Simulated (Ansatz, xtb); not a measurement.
C6H3FN2: 3 structures ranked

3 gas-phase structures of C6H3FN2, from a drawn sample of its isomers (lower ones may exist). Each was relaxed with GFN2-xTB:

A. `C#Cc1cnc(F)cn1`, a singlet
B. `C#Cc1cncc(F)n1`, a singlet
C. `C#Cc1nccnc1F`, a singlet

**Question.** Make a reasoned guess at their ranking by r2SCAN-D4/def2-SVP single-point energy.

**Answer.** Calculated order at r2SCAN-D4/def2-SVP: C (0.000), B (0.003), A (0.007) eV. Less than 1 kcal/mol parts C and B; B and A, so the order within those pairs means little.

Energies above the lowest of each column, in eV; the last columns are at PBE0-D3(BJ)/def2-SVP geometries:

| structure | GFN2-xTB | HF/STO-3G | r2SCAN-D4/def2-SVP | PBE0-D3(BJ)/def2-SVP | CCSD(T)/def2-SVP + ΔMP2/def2-TZVPP |
| --- | --- | --- | --- | --- | --- |
| C | 0.034 | 0.013 | 0.000 | 0.005 | 0.024 |
| B | 0.000 | 0.019 | 0.003 | 0.001 | 0.000 |
| A | 0.008 | 0.000 | 0.007 | 0.000 | 0.002 |

CCSD(T)/def2-SVP + ΔMP2/def2-TZVPP has A and B and C within 1 kcal/mol of each other at the bottom, and every level picks one of them. CCSD(T)/def2-SVP + ΔMP2/def2-TZVPP orders those it was run on as B (0.000), A (0.002), C (0.024) eV. Less than 1 kcal/mol parts B and A; A and C, so the order within those pairs means little. ΔMP2 is the change of the MP2 energy from the smaller to the larger basis.

Programs: Ansatz 0.2.0, xtb 6.7.1.
